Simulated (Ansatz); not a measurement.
Reaction (hydrogenolysis of a C–F bond): `FC1=C[C@H](F)[C@H]1F` + H₂ → `FC1=CCC1F` + H–F

Gas-phase electronic energies from Ansatz, PBE0-D4/def2-TZVP geometries. CCSD(T)/CBS is the MP2 limit (def2-TZVPP, def2-QZVPP) plus CCSD(T) − MP2 in def2-TZVPP, frozen cores. This one scheme is used for every species. DFT in def2-TZVPP.

Is it downhill or uphill in electronic energy at CCSD(T)/CBS, and by how much? (Estimate.)

Computed: Downhill: ΔE = -0.98 eV.

What do these levels give: LDA (SPW92), r2SCAN-D4, r2SCANh-D4, B2PLYP, HF/def2-SVP, HF/def2-TZVPP? (Best estimate.)

Computed: LDA (SPW92) -0.79, r2SCAN-D4 -0.79, r2SCANh-D4 -0.83, B2PLYP -0.89, HF/def2-SVP -0.87, HF/def2-TZVPP -0.91 eV.

Largest T1 diagnostic among the species: 0.012.

From PBE to PBE0 (25 % exact exchange), in def2-TZVPP and without D4, ΔE moves by −0.07 eV. Leaving LDA and LC-ωPBE aside and taking each functional with its dispersion term where it has one, the values, not all of them listed here, spread over 0.19 eV, from PBE-QIDH to BLYP-D4. LDA lies +0.03 eV from PBE without D4. At CCSD(T), def2-SVP lies +0.14 eV from the extrapolated value and def2-TZVPP +0.04 eV.
